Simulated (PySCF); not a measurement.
## Mayer bond orders and bond lengths

Species: C8H14OP (charge +1).
SMILES with atom numbers: `[CH3:1]/[CH:2]=[CH:3]\[P@@H+:4]1[CH2:5][CH:6]=[C:7]([O:8][CH3:9])[CH2:10]1` (hydrogens: H11, H12, H13 on C1; H14 on C2; H15 on C3; H16 on P4; H17, H18 on C5; H19 on C6; H20, H21, H22 on C9; H23, H24 on C10)

Geometry (GFN2-xTB, Å), atoms numbered from 1 in this order:
```
atom  x, y, z in Å
C1    -3.6397   -0.2605    0.7732
C2    -2.9766    0.9728    0.3059
C3    -1.7805    1.0273   -0.2830
P4    -0.7757   -0.4146   -0.5955
C5     0.0144   -1.1375    0.8829
C6     1.4078   -0.5626    0.8159
C7     1.7800    0.0198   -0.3254
O8     2.9420    0.5874   -0.6584
C9     3.9911    0.5731    0.2944
C10    0.7517    0.0544   -1.4493
H11   -3.0192   -1.1431    0.6053
H12   -4.5927   -0.3842    0.2583
H13   -3.8713   -0.1780    1.8350
H14   -3.5234    1.8943    0.4612
H15   -1.3417    1.9629   -0.6046
H16   -1.4558   -1.3639   -1.3320
H17    0.0209   -2.2319    0.8318
H18   -0.5085   -0.8427    1.7972
H19    2.0430   -0.6731    1.6760
H20    4.8366    1.0549   -0.1906
H21    4.2560   -0.4508    0.5672
H22    3.7114    1.1322    1.1904
H23    1.0205   -0.6615   -2.2318
H24    0.6980    1.0451   -1.9080
```

Bond orders from the PBE0/pcSseg-1 density (PySCF). One conformer (not necessarily the lowest) at the GFN2-xTB geometry, without solvent, vibrations or thermal averaging.

**Question.** Where do the orders between heavy atoms depart from those drawn in the SMILES?

**Answer.** The largest departure is 0.265, at C6–C7 (drawn double, 1.735). Drawn single, order below 0.88: O8–C9 (0.865). The SMILES, with its formal charges, is one Lewis structure only.

**Question.** Set the Mayer orders of the bonds between heavy atoms beside their lengths.

**Answer.** 
| bond | drawn as | length (Å) | Mayer order |
| --- | --- | --- | --- |
| C1–C2 | single | 1.476 | 1.097 |
| C2–C3 | double | 1.334 | 1.855 |
| C3–P4 | single | 1.785 | 0.998 |
| P4–C5 | single | 1.825 | 0.970 |
| C5–C6 | single | 1.509 | 1.017 |
| C6–C7 | double | 1.334 | 1.735 |
| C7–O8 | single | 1.335 | 1.116 |
| O8–C9 | single | 1.417 | 0.865 |
| C7–C10 | single | 1.524 | 1.026 |
| C10–P4 | single | 1.812 | 1.021 |

By pair of heavy elements: C–C: lowest C5–C6 (1.017, 1.509 Å), highest C2–C3 (1.855, 1.334 Å). C–P: lowest P4–C5 (0.970, 1.825 Å), highest C10–P4 (1.021, 1.812 Å); in 1 of the 3 pairs the longer bond (by over 0.003 Å) has the higher order (by 0.02 or more). C–O: lowest O8–C9 (0.865, 1.417 Å), highest C7–O8 (1.116, 1.335 Å).

**Question.** And the bonds to hydrogen?

**Answer.** C–H: 0.90 to 0.96 (13 bonds); H–P: 0.91 (1 bond).

**Question.** Sum the orders of all bonds at each heavy atom with more than one neighbour and set the sums beside the valence in the SMILES.

**Answer.** C1 3.889 (drawn 4), C2 3.891 (drawn 4), C3 3.777 (drawn 4), P4 3.898 (drawn 4), C5 3.803 (drawn 4), C6 3.694 (drawn 4), C7 3.877 (drawn 4), O8 1.981 (drawn 2), C9 3.738 (drawn 4), C10 3.851 (drawn 4). Orders between atoms that aren't bonded are not in these sums.

The Mayer order sums products of elements of PS (density times overlap matrix) between the two atoms' basis functions, so it depends on the basis set.

The run behind these numbers computed NMR shieldings as well. Hardware: one thread, Arm Neoverse V1, shared host. Cost: 63 s.
